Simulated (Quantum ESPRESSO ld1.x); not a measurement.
All-electron atom: Pt4+ in [Xe] 4f14 5d5 6p1 (not the ground configuration). Calculated with ld1.x of Quantum ESPRESSO 7.5: Dirac Kohn-Sham, relativistic LDA (MacDonald-Vosko exchange, VWN5 correlation), spin-unpolarised, spherical densities, point nucleus; open shells are shared between the two j in proportion to 2j + 1.

Radial electron density D(r) = 4 pi r^2 rho(r):

r (bohr)  D(r) (e/bohr)
0.001602          19.65
0.002171          29.64
0.002942          43.32
0.004019          61.19
0.005447          80.87
0.007382          99.15
0.01              110.6
0.01356           110.8
0.01838           102.8
0.0249            100.1
0.03375           116.1
0.04574           140.1
0.06199           139.3
0.08469           116.1
0.1148            121.0
0.1556            133.1
0.2108            95.09
0.2857            73.61
0.3872            86.35
0.5248            60.49
0.7113            29.49
0.964             19.22
1.306             10.77
1.771             3.916
2.419             1.207
3.278            0.3380
4.443           0.04356
6.021          0.001442

D(r) has 4 maxima, at r = 0.0116, 0.0528, 0.147, 0.384 bohr, and minima at 0.0228, 0.0947, 0.272 bohr, inside which lie 2.02, 11.07, 30.06 electrons.
